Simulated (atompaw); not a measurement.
Before and after: PAW (atompaw) potential for Ta

| Quantity | Value |
| --- | --- |
| Element | Ta |
| Generator | atompaw 4.2.0.5 |
| Type | PAW |
| Functional | PBE |
| Relativity | scalar-relativistic |
| Frozen core | [Kr] 4d10 4f14 |
| Valence charge | 13 |
| Reference configuration | 5s2 5p6 5d3 6s1.5 6p0.5 |
| Partial waves | 5s (bound): rc 1.70 bohr; 6s (bound): rc 3.00 bohr; 5p (bound): rc 1.65 bohr; 6p (bound): rc 2.00 bohr; 5d (bound): rc 3.00 bohr; 5d channel at 1.4 Ry: rc 3.00 bohr |
| Local potential | bessel scheme, radius 2.45 bohr |
| Core correction | smooth core density matched at 1.95 bohr |
| Augmentation charge | besselshape compensation charge, radius 2.55 bohr; PAW radius 3.00 bohr; waves and projectors: custom rrkj vanderbiltortho |

Change: wave 5s (bound): rc 1.70 bohr becomes 5s (bound): rc 2.12 bohr.

Cutoffs: the cutoffs (Ry, on a coarse ladder) from which the occupation-weighted sum of valence levels, in a spherical-Bessel basis at the reference potential, stays within 10 and 1 mRy of its value at 400 Ry; they do not see the model core or the augmentation charge, which bear on the density cutoff.

Problem. What does the change do?

Solution. The potential gets neither clearly harder nor softer (30 Ry and 50 Ry → 30 Ry and 50 Ry); the p channel sets the loose cutoff, while the largest relative change is in s, which becomes softer; neither file shows a bound ghost.

| quantity | base | changed |
| --- | --- | --- |
| cutoff, loose | 30 Ry | 30 Ry |
| cutoff, tight | 50 Ry | 50 Ry |
| loose cutoff by channel (10 mRy a level) | s 18 Ry, p 25 Ry, d 10 Ry | s 12 Ry, p 25 Ry, d 10 Ry |
| bound ghosts | none | none |
| s: phases at 3.02 bohr within 0.05 rad from the reference energy up to (Ry; the scan ends near 5) | 1.8 | 2.7 |
| p: phases at 3.02 bohr within 0.05 rad from the reference energy up to (Ry; the scan ends near 5) | 4.8 | 4.8 |
| d: phases at 3.02 bohr within 0.05 rad from the reference energy up to (Ry; the scan ends near 5) | 2.2 | 2.2 |
| lowest overlap eigenvalue by channel | s 0.36, p 0.12, d 0.86 | s 0.43, p 0.12, d 0.86 |

 The cutoffs see the waves, projectors and local potential, not the compensation charge or the core.
